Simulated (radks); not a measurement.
The ruthenium ion Ru+, configuration [Kr] 4d7. All-electron calculation, scalar-relativistic Kohn-Sham, BLYP, spin-polarised, spherical densities, finite nucleus; open shells are filled with parallel spins first (spin-orbit coupling, left out, can overturn this in heavy ions); Fermi nuclear charge, rms radius 4.4809 fm. Program: a radial shooting solver on a logarithmic mesh with Libxc functionals.

Local quantities along the radius. ELF = 1/(1 + alpha^2) is the electron localisation function; alpha = (tau - tau_W)/tau_unif compares the Pauli kinetic energy density with that of the uniform gas (summed over spins). tau is taken from the large components.

```
   r/bohr * ELF (the largest magnitude, 1, reaches the edge; | marks zero)
 0.001316 |                                                      *
 0.001755 |                                                      *
 0.002341 |                                                      *
 0.003122 |                                                      *
 0.004164 |                                                      *
 0.005599 |                                                      *
 0.007467 |                                                      *
  0.00996 |                                                      *
  0.01328 |                                                      *
  0.01772 |                                                     *
  0.02363 |                                                  *
  0.03152 |                                      *
  0.04204 |                    *
  0.05607 |                 *
  0.07478 |                              *
  0.09974 |                                         *
   0.1341 |                                    *
   0.1788 |                  *
   0.2385 |                     *
   0.3182 |                                       *
   0.4243 |                                        *
    0.566 |                 *
   0.7549 |              *
    1.007 |                                       *
    1.343 |                                     *
    1.791 |                       *
    2.408 |         *
    3.212 |  *
    4.284 |*
    5.713 *
     7.62 *
```

On this mesh the ELF has minima near r = 0.049, 0.21, 0.65 bohr, which separate the shells, and maxima near 0.100 (0.76), 0.37 (0.78), 1.2 (0.76).
